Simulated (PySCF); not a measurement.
H$_{2}$Ga (SMILES [GaH2]), doublet, geometry from GFN2-xTB (such geometries of metal compounds can be far from the true shape) (the spin is typed, not shown lowest); PBE/pcseg-1 (PySCF).

The PySCF input:
```python
from pyscf import gto, scf, dft

mol = gto.M(
    atom='''
Ga    0.051448    0.013092    0.035303
H    -0.520074   -1.675232   -0.405427
H    -1.074811    1.269384   -0.688981
''',
    basis='pcseg-1',
    charge=0,
    spin=1,
    verbose=4,
)

mf = dft.UKS(mol)
mf.xc = 'pbe'
mf.kernel()
mf.analyze()
```

**Question.** Predict the main parts of the log of this PySCF run.

**Answer.** 
```
PySCF version 2.14.0

[INPUT] verbose = 4
[INPUT] num. atoms = 3
[INPUT] num. electrons = 33
[INPUT] charge = 0
[INPUT] spin (= nelec alpha-beta = 2S) = 1
[INPUT] symmetry False subgroup None
[INPUT] Mole.unit = angstrom
[INPUT] Symbol           X                Y                Z      unit          X                Y                Z       unit  Magmom
[...]
nuclear repulsion = 18.0445202454462
number of shells = 7
number of NR pGTOs = 96
number of NR cGTOs = 37
basis = pcseg-1
ecp = {}

******** <class 'pyscf.dft.uks.UKS'> ********
method = UKS
initial guess = minao
damping factor = 0
level_shift factor = 0
DIIS = <class 'pyscf.scf.diis.CDIIS'>
diis_start_cycle = 1
diis_space = 8
diis_damp = 0
SCF conv_tol = 1e-09
SCF conv_tol_grad = None
SCF max_cycles = 50
direct_scf = True
direct_scf_tol = 1e-13
number electrons alpha = 17  beta = 16
XC library pyscf.dft.libxc version 7.1.2
    S. Lehtola, C. Steigemann, M. J. T. Oliveira, and M. A. L. Marques,  SoftwareX 7, 1–5 (2018)
XC functionals = pbe
    J. P. Perdew, K. Burke, and M. Ernzerhof,  Phys. Rev. Lett. 77, 3865 (1996)
    J. P. Perdew, K. Burke, and M. Ernzerhof,  Phys. Rev. Lett. 78, 1396 (1997)
    J. P. Perdew, K. Burke, and M. Ernzerhof,  Phys. Rev. Lett. 77, 3865 (1996)
    J. P. Perdew, K. Burke, and M. Ernzerhof,  Phys. Rev. Lett. 78, 1396 (1997)
radial grids:
    Treutler-Ahlrichs [JCP 102, 346 (1995); DOI:10.1063/1.469408] (M4) radial grids

becke partition: Becke, JCP 88, 2547 (1988); DOI:10.1063/1.454033
pruning grids: <function nwchem_prune>
grids dens level: 3
symmetrized grids: False
atomic radii adjust function: <function treutler_atomic_radii_adjust>
small_rho_cutoff = 0
Set gradient conv threshold to 3.16228e-05
tot grids = 40520
init E= -1924.76640621249

cycle= 1 E= -1925.44904257095  delta_E= -0.683  |g|= 0.153  |ddm|= 1.11
cycle= 2 E= -1925.44120128202  delta_E= 0.00784  |g|= 0.162  |ddm|= 0.659
cycle= 3 E= -1925.46666124604  delta_E= -0.0255  |g|= 0.0157  |ddm|= 0.381
cycle= 4 E= -1925.4669883129  delta_E= -0.000327  |g|= 0.00329  |ddm|= 0.0462
cycle= 5 E= -1925.46700292788  delta_E= -1.46e-05  |g|= 0.000658  |ddm|= 0.00815
cycle= 6 E= -1925.4670035918  delta_E= -6.64e-07  |g|= 0.000131  |ddm|= 0.00225
cycle= 7 E= -1925.46700363135  delta_E= -3.95e-08  |g|= 2.04e-05  |ddm|= 0.000612
cycle= 8 E= -1925.46700363211  delta_E= -7.61e-10  |g|= 5.07e-06  |ddm|= 7.58e-05
Extra cycle  E= -1925.46700363214  delta_E= -3.18e-11  |g|= 2.33e-06  |ddm|= 1.64e-05
[...]
converged SCF energy = -1925.46700363214  <S^2> = 0.75291171  2S+1 = 2.0029096
Total Energy =                       -1925.467003632142905
[...]
One-electron Energy =                -2719.904263142822856
Two-electron Energy =                  776.392739265233786
Two-electron Coulomb Energy =          851.732597165139623
DFT Exchange-Correlation Energy =      -75.339857899905894
**** MO energy ****
                             alpha | beta                alpha | beta
[...]
To work with the spin densities directly, `use mulliken_meta_spin()` only printing them here.

 ** Mulliken spin pop alpha/beta on meta-lowdin orthogonal AOs **
 ** Mulliken Spin Density (per AO)  **
spin_pop of  0 Ga 1s        0.00000
spin_pop of  0 Ga 2s        0.00001
spin_pop of  0 Ga 3s        0.00048
spin_pop of  0 Ga 4s        0.18695
spin_pop of  0 Ga 5s        0.00067
spin_pop of  0 Ga 2px       0.00000
spin_pop of  0 Ga 2py       0.00000
spin_pop of  0 Ga 2pz       0.00000
spin_pop of  0 Ga 3px       0.00001
spin_pop of  0 Ga 3py      -0.00000
spin_pop of  0 Ga 3pz       0.00000
spin_pop of  0 Ga 4px       0.33907
spin_pop of  0 Ga 4py      -0.00497
spin_pop of  0 Ga 4pz       0.15986
spin_pop of  0 Ga 5px      -0.00018
spin_pop of  0 Ga 5py       0.00038
spin_pop of  0 Ga 5pz      -0.00009
spin_pop of  0 Ga 3dxy     -0.00017
spin_pop of  0 Ga 3dyz     -0.00012
spin_pop of  0 Ga 3dz^2    -0.00002
spin_pop of  0 Ga 3dxz     -0.00004
spin_pop of  0 Ga 3dx2-y2   -0.00003
spin_pop of  0 Ga 4dxy     -0.00041
spin_pop of  0 Ga 4dyz     -0.00020
spin_pop of  0 Ga 4dz^2     0.00063
spin_pop of  0 Ga 4dxz      0.00035
spin_pop of  0 Ga 4dx2-y2    0.00080
spin_pop of  1 H 1s        0.15771
spin_pop of  1 H 2s        0.00087
spin_pop of  1 H 2px      -0.00003
spin_pop of  1 H 2py      -0.00004
spin_pop of  1 H 2pz      -0.00001
spin_pop of  2 H 1s        0.15771
spin_pop of  2 H 2s        0.00087
spin_pop of  2 H 2px      -0.00006
spin_pop of  2 H 2py       0.00001
spin_pop of  2 H 2pz      -0.00003
 ** Mulliken Spin Density (per atom)  **
spin density of  0 Ga =      0.68299
spin density of  1 H =      0.15850
spin density of  2 H =      0.15850
 ** Mulliken pop alpha/beta on meta-lowdin orthogonal AOs **
 ** Mulliken pop       alpha | beta **
[...]
In total            17.00000 | 16.00000
 ** Mulliken atomic charges   ( Nelec_alpha | Nelec_beta ) **
charge of  0Ga =      0.11165  (    15.78567     15.10268 )
charge of  1H =     -0.05583  (     0.60716      0.44866 )
charge of  2H =     -0.05582  (     0.60716      0.44866 )
Dipole moment(X, Y, Z, Debye):  0.83227,  0.21180,  0.57110
```
